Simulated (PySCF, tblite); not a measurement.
Isomers of C4H13FN2Si2, one GFN2-xTB conformer each. Single-point energies are computed at PBE0/pcSseg-1 (PySCF, gas phase, no added dispersion term), electronic only.

```csv
SMILES,GFN2-xTB relative energy (kJ/mol)
C=N[Si@@H](F)[C@@H]([SiH3])CNC,121.7
C[C@@H]1N[SiH2]N(C)[SiH2][C@H]1F,0.4
C[C@@H]1N[SiH2]N(C)[SiH2][C@@H]1F,0.0
```

Conformers: `[CH2:1]=[N:2][Si@@H:3]([F:4])[C@@H:5]([SiH3:6])[CH2:7][NH:8][CH3:9]` with C1–N2–Si3–F4 136°, N2–Si3–C5–Si6 -162°, Si3–C5–C7–N8 -159°, C5–C7–N8–C9 -86°; `[CH3:1][C@@H:2]1[NH:3][SiH2:4][N:5]([CH3:6])[SiH2:7][C@H:8]1[F:9]` with C1–C2–N3–Si4 168°, C2–N3–Si4–N5 31°, N3–Si4–N5–C6 -179°, Si4–N5–Si7–C8 -7°; `[CH3:1][C@@H:2]1[NH:3][SiH2:4][N:5]([CH3:6])[SiH2:7][C@@H:8]1[F:9]` with C1–C2–N3–Si4 167°, C2–N3–Si4–N5 28°, N3–Si4–N5–C6 -176°, Si4–N5–Si7–C8 -18°.

Q: What does PBE0/pcSseg-1 give for the same structures?

A: 
```
                           SMILES  PBE0/pcSseg-1 E (Eh)  PBE0/pcSseg-1 (kJ/mol)  GFN2-xTB (kJ/mol)  point group
 C[C@@H]1N[SiH2]N(C)[SiH2][C@H]1F            -947.91543                     0.0                0.4           C1
C[C@@H]1N[SiH2]N(C)[SiH2][C@@H]1F            -947.91534                     0.3                0.0           C1
   C=N[Si@@H](F)[C@@H]([SiH3])CNC            -947.90007                    40.3              121.7           C1
```

GFN2-xTB puts C[C@@H]1N[SiH2]N(C)[SiH2][C@@H]1F lowest instead; measured from each level's own lowest isomer, the values differ by up to 81.4 kJ/mol (C=N[Si@@H](F)[C@@H]([SiH3])CNC: 121.7 against 40.3). As drawn, the highest has a C=N bond and an Si–F bond, which the lowest lacks. Neighbours under 10 kJ/mol apart (C[C@@H]1N[SiH2]N(C)[SiH2][C@H]1F and C[C@@H]1N[SiH2]N(C)[SiH2][C@@H]1F) can change places with a better method, another conformer or zero-point energy. C[C@@H]1N[SiH2]N(C)[SiH2][C@H]1F and C[C@@H]1N[SiH2]N(C)[SiH2][C@@H]1F are stereoisomers, 0.3 kJ/mol apart in the conformers taken.

Q: Which frontier levels, dipoles and rotational constants go with these structures?

A: 
```
                           SMILES  HOMO (eV, PBE0/pcSseg-1)  LUMO (eV)  dipole (D)       A, B, C (MHz)
 C[C@@H]1N[SiH2]N(C)[SiH2][C@H]1F                     -6.87       0.58        1.74  1705, 970.7, 653.3
C[C@@H]1N[SiH2]N(C)[SiH2][C@@H]1F                     -6.85       0.60        1.10  1757, 966.0, 722.7
   C=N[Si@@H](F)[C@@H]([SiH3])CNC                     -6.87      -1.07        4.02  1647, 719.1, 570.4
```

Q: What happens when harmonic zero-point energies from GFN2-xTB frequencies are added?

A: 
| SMILES | ZPE (kJ/mol) | electronic (kJ/mol) | with ZPE (kJ/mol) |
| --- | --- | --- | --- |
| C[C@@H]1N[SiH2]N(C)[SiH2][C@H]1F | 438.4 | 0.0 | 0.0 |
| C[C@@H]1N[SiH2]N(C)[SiH2][C@@H]1F | 439.4 | 0.3 | 1.3 |
| C=N[Si@@H](F)[C@@H]([SiH3])CNC | 431.9 | 40.3 | 33.8 |

The zero-point energies span 7.5 kJ/mol. The order is unchanged.
